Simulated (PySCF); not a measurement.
Y(OH)2 (H₂O₂Y), SMILES [OH][Y][OH] (connectivity only; charge and spin as stated), neutral, multiplicity 2.

The structure is a stationary point at PBE-D3(BJ)/def2-TZVP. The def2 effective core potentials stand for the cores of Y; spin–orbit coupling is left out. The values are those of a single conformer.

Computed with PBE-D3(BJ)/def2-TZVP run with PySCF 2.14.0.

Frequencies are harmonic and unscaled.

| mode | ν (cm⁻¹) | IR (km/mol) | moving atoms (share of kinetic energy) |
|---|---|---|---|
| 1 | 116 | 0.2 | O 66 %, H 17 %, Y 17 % |
| 2 | 293 | 170.9 | H 87 %, O 13 % |
| 3 | 348 | 170.5 | H 83 %, O 16 % |
| 4 | 355 | 0.0 | H 90 %, O 10 % |
| 5 | 361 | 57.7 | H 80 %, O 19 % |
| 6 | 613 | 116.0 | O 72 %, Y 22 % |
| 7 | 630 | 51.6 | O 82 %, Y 11 % |
| 8 | 3831 | 126.2 | H 94 % |
| 9 | 3831 | 131.9 | H 94 % |
